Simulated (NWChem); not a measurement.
System: MoNH$_{2}$O$_{2}$Cl; SMILES [NH]=[Mo](=[O])([OH])[Cl]

```xyz
7

Mo     0.0130    -0.2034     0.0621
O      0.8100    -0.6415     1.4601
N      0.9462    -0.7248    -1.2843
H      1.8175    -1.1595    -1.5890
Cl    -0.1657     2.0728    -0.0496
O     -1.6551    -1.0350    -0.0068
H     -1.9893    -1.5410    -0.7569
```
Atoms are numbered in this order, from 1.

All runs: NWChem. Coordinates come from a PBE0/def2-SVP optimisation. def2 effective core potentials on Mo; no spin-orbit coupling. B3LYP is NWChem's, with the RPA form of VWN correlation. Field at 589 nm.

### Question
Estimate the computed values for B3LYP/def2-SVP (core potentials). Quantities: isotropic polarisability (bohr³); anisotropy (bohr³).

### Answer
isotropic polarisability (bohr³): 57.3
anisotropy (bohr³): 13.4
